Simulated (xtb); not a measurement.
C3H12OSi2, SMILES C([SiH2]O)[SiH](C)C. All values are semi-empirical tight-binding results from xtb (GFN2-xTB unless named), good for trends rather than for accurate numbers. Geometry optimised at GFN2-xTB. The structure was generated by enumeration, and PubChem lists no compound with its InChIKey, so it may never have been made. The values are those of a single conformer.

Optimised geometry:

```xyz
18

C     -1.7822    -1.3513    -0.8774
Si    -1.3280     0.3808    -0.2403
C     -2.6859     0.9861     0.9519
C      0.3403     0.3225     0.6726
Si     1.8136    -0.2718    -0.3668
O      3.2345    -0.0319     0.3969
H     -2.7493    -1.3502    -1.3709
H     -1.8295    -2.0756    -0.0691
H     -1.0468    -1.7054    -1.5924
H     -1.2387     1.3132    -1.3792
H     -3.6479     1.0461     0.4521
H     -2.8013     0.3183     1.8012
H     -2.4589     1.9737     1.3416
H      0.5607     1.3204     1.0536
H      0.2380    -0.3156     1.5526
H      1.6514    -1.7010    -0.6569
H      2.0159     0.5273    -1.5663
H      3.3995    -0.3654     1.2742
```
Charge 0, spin multiplicity 1.

```yaml
orbital_gap: 5.97 eV
dipole_moment: 1.93 D
zero_point_energy: 86.9 kcal/mol
G − E(el) at 298.15 K (modified RRHO): 63.9 kcal/mol
static polarisability (D4 model): 99.5 bohr³
solvation energy, GFN2-xTB/ALPB(water): -4.0 kcal/mol
solvation energy, GFN2-xTB/ALPB(benzene): -5.3 kcal/mol
```

Computed atomic charges and the Wiberg bond orders between heavy atoms:
charges (e) C1 -0.21, Si2 0.46, C3 -0.20, C4 -0.27, Si5 0.51, O6 -0.48, H7 0.03, H8 0.03, H9 0.02, H10 -0.10, H11 0.02, H12 0.03, H13 0.02, H14 0.01, H15 0.02, H16 -0.11, H17 -0.09, H18 0.30. Bond orders C1–Si2 0.90, Si2–C3 0.90, Si2–C4 0.90, C4–Si5 0.90, Si5–O6 1.17.
